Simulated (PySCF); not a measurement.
# Ionisation energy of B⁺ by level of theory

B⁺ [He] 2s2 (1S) → B²⁺ [He] 2s1 (2S), as a difference of total energies. Computed with PySCF 2.14 in cc-pVDZ-DK (3s2p1d, 14 functions), with the spin-free X2C one-electron Hamiltonian (Gaussian nucleus). Correlated levels: valence: 1s2 frozen. The calculations carry no spin-orbit coupling.

**Question.** Order these methods by the ionisation energy they give, lowest first.
A. UHF
B. MP2 (valence)
C. CCSD (valence)
D. TPSS

**Answer.** A (23.494 eV), B (24.378 eV), D (24.705 eV), C (25.086 eV).

Errors of the correlated levels include the incompleteness of this basis and the frozen core.

With two correlated electrons CCSD is exact in that space.

The coupled-cluster amplitudes are large for B⁺ (T1 above 0.03 or a double amplitude above 0.15), so a single reference is strained.

For comparison: 25.155 eV (measured; NIST Atomic Spectra Database, ionization energies).
